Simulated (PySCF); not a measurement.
Species: C₄H₇NSi.
Numbering: `[CH:1]#[C:2][Si@@H:3]([CH3:4])[N:5]=[CH2:6]` (hydrogens: H7 on C1; H8 on Si3; H9, H10, H11 on C4; H12, H13 on C6)

Method: PySCF, PBE0-D3(BJ)/def2-SVP geometry optimisation, gas phase; density fitting, grid level 1; the optimiser is geomeTRIC in internal coordinates, started from a GFN2-xTB structure with every atom displaced at random (about 0.01 Å).

At the end of the run (lengths in Å): C1≡C2 1.217, C4–H9 1.100, C4–H11 1.100, C6–H13 1.107, N5=C6 1.261, Si3–N5 1.759, C4–H10 1.101, Si3–N5–C6 124.2°, C2–Si3–N5 107.4°, C4–Si3–N5 108.6°, C2–Si3–C4 110.0°, C2–Si3–N5–C6 117°.

Task: These geometries were met on the way; a selection of coordinates is given. Order them by energy above the end point, lowest first.
A. C1≡C2 1.220, C4–H9 1.103, C4–H11 1.098, C6–H13 1.106, N5=C6 1.260, Si3–N5 1.749, C4–H10 1.100, Si3–N5–C6 131.5°, C2–Si3–N5 106.4°, C4–Si3–N5 110.0°, C2–Si3–C4 108.4°, C2–Si3–N5–C6 119°
B. C1≡C2 1.214, C4–H9 1.097, C4–H11 1.104, C6–H13 1.107, N5=C6 1.258, Si3–N5 1.748, C4–H10 1.101, Si3–N5–C6 125.5°, C2–Si3–N5 106.7°, C4–Si3–N5 107.6°, C2–Si3–C4 110.9°, C2–Si3–N5–C6 118°
C. C1≡C2 1.174, C4–H9 1.076, C4–H11 1.123, C6–H13 1.085, N5=C6 1.240, Si3–N5 1.741, C4–H10 1.086, Si3–N5–C6 134.9°, C2–Si3–N5 103.0°, C4–Si3–N5 104.9°, C2–Si3–C4 111.6°, C2–Si3–N5–C6 120°

Result: B (0.008 eV), A (0.024 eV), C (0.234 eV).

```csv
step,E above end (eV),"rms distance from the end, all atoms (Å)",largest force (eV/Å),rms shift of all bonds from the end (Å)
3,0.008,0.035,0.493,0.004
1,0.024,0.091,0.467,0.003
0,0.234,0.160,5.296,0.020
```

Rows stand in the order of the answer.
